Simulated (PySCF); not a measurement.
Species: [SnCl3]- (charge -1).
Geometry (PBE0-D3(BJ)/def2-SVP, Å), atoms numbered from 1 in this order:
```xyz
4
SnCl3 angstrom
Sn     0.0299    0.0076    0.9199
Cl     2.1524   -0.0315   -0.3825
Cl    -1.0785    1.8830   -0.2756
Cl    -1.1038   -1.8592   -0.2618
```

The closed-shell ground state was solved at several levels (PySCF, density fitting, gas phase). Atoms past krypton carry effective core potentials; spin–orbit coupling is left out. No diffuse functions stand in pcSseg-1 (def2-TZVP on Sn), which bears on an anion's orbital energies.

```tsv
level	basis functions	HOMO (eV)	LUMO (eV)	gap (eV)
KT2/pcSseg-1 (def2-TZVP on Sn)	122	-1.65	2.83	4.48
CAM-B3LYP/def2-SVPD	113	-4.03	3.83	7.86
```

Q: What might PBE0/pcSseg-1 (def2-TZVP on Sn) (122 basis functions) give for the same quantities?

A: HOMO -2.64 eV, LUMO 3.57 eV, gap 6.21 eV.

Q: Over all these levels, which gives the widest orbital gap and which the narrowest?

A: CAM-B3LYP/def2-SVPD (range-separated hybrid) has the widest, 7.86 eV, and KT2/pcSseg-1 (def2-TZVP on Sn) (GGA) the narrowest, 4.48 eV. Functional and basis both differ between the two, so the spread mixes both effects.
